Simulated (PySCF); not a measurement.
AlBH3 (calculated)

Computed with PySCF 2.14.0. Calculation on a computer-drawn molecule: vertical ionisation energy to the stated ion spin, frozen-core CCSD(T) at the basis limit and cheaper methods, single-reference cases, UHF for radicals, no spin-orbit; all values are single points at the evaluated structure, the first of each entry, which is the reference or a displaced copy of it and isn't optimised; the reference structure only sets the zero of the energies above reference; triples share is (T) over the correlation energy.

Common to all runs: charge 0; multiplicity 2; ion multiplicity 1; diffuse functions no; basis cc-pV(n+d)Z; reference is the Hartree-Fock double-zeta minimum; best is HF at quadruple zeta + MP2 correlation extrapolated from triple and quadruple zeta + CCSD(T) minus MP2 at triple zeta; basis step is the size of the change from the same recipe one zeta lower.

(1) AlBH3

Evaluated structure:
```xyz
5
AlBH3
B     -0.2739     0.8608    -2.4881
Al    -0.8830    -1.1957    -2.0075
H      0.1767     1.9408    -2.6959
H     -1.3554    -2.0149    -3.1368
H     -0.7919    -1.5090    -0.5409
```

Reference structure:
```xyz
5
AlBH3
B     -0.2242     0.7815    -2.4430
Al    -0.8552    -1.1231    -1.9912
H      0.1413     1.8833    -2.7043
H     -1.3786    -2.0570    -3.1544
H     -0.8045    -1.6148    -0.4896
```

| Quantity | Value |
| --- | --- |
| ionisation energy best | 7.518 eV |
| ionisation energy basis step | 0.03118 eV |
| energy above reference best | 6.686 kcal/mol |
| energy above reference basis step | 0.415 kcal/mol |
| total energy HF triple zeta | -268.2579 hartree |
| total energy CCSD(T) triple zeta | -268.4531 hartree |
| total energy best | -268.4753 hartree |
| T1 diagnostic at triple zeta | 0.01632 |
| D1 diagnostic at triple zeta | 0.04943 |
| spin squared at triple zeta | 0.7614 |
| ion T1 diagnostic at triple zeta | 0.01174 |
| ion D1 diagnostic at triple zeta | 0.02546 |
| triples share at triple zeta | 0.02616 |
| basis functions triple zeta | 111 |
| dipole magnitude HF at triple zeta | 0.2427 debye |
| dipole magnitude CCSD unrelaxed at triple zeta | 0.1505 debye |
| dipole magnitude PBE at triple zeta | 0.3291 debye |
| dipole magnitude r2SCAN at triple zeta | 0.2304 debye |
| dipole magnitude B3LYP at triple zeta | 0.2332 debye |
| dipole magnitude wB97X at triple zeta | 0.1612 debye |

Drawn bonds:
| atom | other atom | order |
| --- | --- | --- |
| 1 | 2 | 1 |
| 1 | 3 | 1 |
| 2 | 4 | 1 |
| 2 | 5 | 1 |

Triple zeta:
| method | ionisation energy (eV) | energy above reference (kcal/mol) |
| --- | --- | --- |
| HF | 6.917 | 6.43 |
| PBE | 7.771 | 7.007 |
| r2SCAN | 7.865 | 6.838 |
| B3LYP | 7.694 | 6.438 |
| wB97X | 7.549 | 6.702 |
| MP2 | 7.407 | 6.257 |
| CCSD | 7.416 | 6.459 |
| CCSD(T) | 7.467 | 6.437 |

(2) AlBH3

Evaluated structure:
```xyz
5
AlBH3
B     -0.2396     0.8348    -2.5302
Al    -0.8887    -1.2117    -1.9191
H      0.0801     1.8264    -2.5295
H     -1.4191    -1.9690    -3.1391
H     -0.7393    -1.7538     0.0102
```

Reference structure:
```xyz
5
AlBH3
B     -0.2242     0.7815    -2.4430
Al    -0.8552    -1.1231    -1.9912
H      0.1413     1.8833    -2.7043
H     -1.3786    -2.0570    -3.1544
H     -0.8045    -1.6148    -0.4896
```

| Property | Result |
| --- | --- |
| ionisation energy best | 7.564 eV |
| ionisation energy basis step | 0.03099 eV |
| energy above reference best | 32.74 kcal/mol |
| energy above reference basis step | 0.3313 kcal/mol |
| total energy HF triple zeta | -268.2136 hartree |
| total energy CCSD(T) triple zeta | -268.4117 hartree |
| total energy best | -268.4337 hartree |
| T1 diagnostic at triple zeta | 0.02094 |
| D1 diagnostic at triple zeta | 0.05726 |
| spin squared at triple zeta | 0.7668 |
| ion T1 diagnostic at triple zeta | 0.01796 |
| ion D1 diagnostic at triple zeta | 0.04575 |
| triples share at triple zeta | 0.02795 |
| basis functions triple zeta | 111 |
| dipole magnitude HF at triple zeta | 0.9541 debye |
| dipole magnitude CCSD unrelaxed at triple zeta | 0.8601 debye |
| dipole magnitude PBE at triple zeta | 1.005 debye |
| dipole magnitude r2SCAN at triple zeta | 1.011 debye |
| dipole magnitude B3LYP at triple zeta | 1.012 debye |
| dipole magnitude wB97X at triple zeta | 1.021 debye |

Drawn bonds:
| atom | other atom | order |
| --- | --- | --- |
| 1 | 2 | 1 |
| 1 | 3 | 1 |
| 2 | 4 | 1 |
| 2 | 5 | 1 |

Triple zeta:
| method | ionisation energy (eV) | energy above reference (kcal/mol) |
| --- | --- | --- |
| HF | 7.009 | 34.25 |
| PBE | 7.783 | 30.98 |
| r2SCAN | 7.899 | 32.43 |
| B3LYP | 7.732 | 32.34 |
| wB97X | 7.628 | 33.83 |
| MP2 | 7.473 | 33.82 |
| CCSD | 7.468 | 32.75 |
| CCSD(T) | 7.515 | 32.45 |

(3) AlBH3

Evaluated structure:
```xyz
5
AlBH3
B     -0.2074     0.7387    -2.4695
Al    -0.8700    -1.1403    -1.9829
H      0.1827     1.9267    -2.7169
H     -1.4168    -2.0528    -3.1888
H     -0.8243    -1.5797    -0.5127
```

Reference structure:
```xyz
5
AlBH3
B     -0.2242     0.7815    -2.4430
Al    -0.8552    -1.1231    -1.9912
H      0.1413     1.8833    -2.7043
H     -1.3786    -2.0570    -3.1544
H     -0.8045    -1.6148    -0.4896
```

Drawn bonds:
| atom | other atom | order |
| --- | --- | --- |
| 1 | 2 | 1 |
| 1 | 3 | 1 |
| 2 | 4 | 1 |
| 2 | 5 | 1 |

Question: What dipole magnitude PBE at triple zeta does the calculation give for AlBH3 (entry 3)?
Answer: 0.7 debye

Question: What ion T1 diagnostic at triple zeta does the calculation give for AlBH3 (entry 3)?
Answer: 0.01577

Question: Give the table of triple zeta values for AlBH3 (entry 3).
Answer: 
Triple zeta:
| method | ionisation energy (eV) | energy above reference (kcal/mol) |
| --- | --- | --- |
| HF | 7.382 | 2.955 |
| PBE | 8.101 | 2.039 |
| r2SCAN | 8.226 | 2.359 |
| B3LYP | 8.07 | 2.536 |
| wB97X | 7.97 | 2.447 |
| MP2 | 7.842 | 2.689 |
| CCSD | 7.84 | 2.461 |
| CCSD(T) | 7.883 | 2.388 |

Further results for AlBH3 (entry 3):

| Item | Value |
| --- | --- |
| ionisation energy best | 7.93 eV |
| ionisation energy basis step | 0.02795 eV |
| energy above reference best | 2.495 kcal/mol |
| energy above reference basis step | 0.03225 kcal/mol |
| total energy HF triple zeta | -268.2635 hartree |
| total energy CCSD(T) triple zeta | -268.4596 hartree |
| total energy best | -268.4819 hartree |
| T1 diagnostic at triple zeta | 0.01579 |
| D1 diagnostic at triple zeta | 0.03992 |
| spin squared at triple zeta | 0.761 |
| ion D1 diagnostic at triple zeta | 0.03843 |
| triples share at triple zeta | 0.02645 |
| basis functions triple zeta | 111 |
| dipole magnitude HF at triple zeta | 0.5945 debye |
| dipole magnitude CCSD unrelaxed at triple zeta | 0.6471 debye |
| dipole magnitude r2SCAN at triple zeta | 0.6676 debye |
| dipole magnitude B3LYP at triple zeta | 0.7089 debye |
| dipole magnitude wB97X at triple zeta | 0.6977 debye |
